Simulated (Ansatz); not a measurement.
System: C3H8B, net charge 0, doublet state. It need not be the lowest isomer of its formula. 
Geometry from a B3LYP-D3(BJ)/def2-TZVP (Ansatz, an electronic-structure program) optimisation:
```
B
C 1 1.5388
H 2 1.0866 1 123.08
H 2 1.0866 3 113.85 1 -180.00
C 1 1.5734 2 120.05 3 178.05
H 5 1.0920 1 114.54 2 21.40
H 5 1.0934 6 108.96 1 -127.66
H 5 1.0995 6 106.56 7 -113.38
C 1 1.5734 2 120.05 3 -1.95
H 9 1.0920 1 114.54 2 21.40
H 9 1.0934 10 108.96 1 -127.66
H 9 1.0995 10 106.56 11 -113.38
```
Charge 0, spin multiplicity 2.

Basis-set convergence of Hartree-Fock and CCSD correlation energies (hartree) with Ansatz. Correlated levels leave the core frozen unless marked. Open shells are spin-unrestricted. No spin-orbit coupling. Non-relativistic.

```json
[
 {"basis": "cc-pVDZ", "functions": "96", "E(HF)": "-142.93581", "E(corr, CCSD)": "-0.54805"},
 {"basis": "cc-pVTZ", "functions": "232", "E(HF)": "___", "E(corr, CCSD)": "___"}
]
```

Problem. Complete the blanks.

Solution. 
- cc-pVTZ, E(HF): -142.97597
- cc-pVTZ, E(corr, CCSD): -0.65250
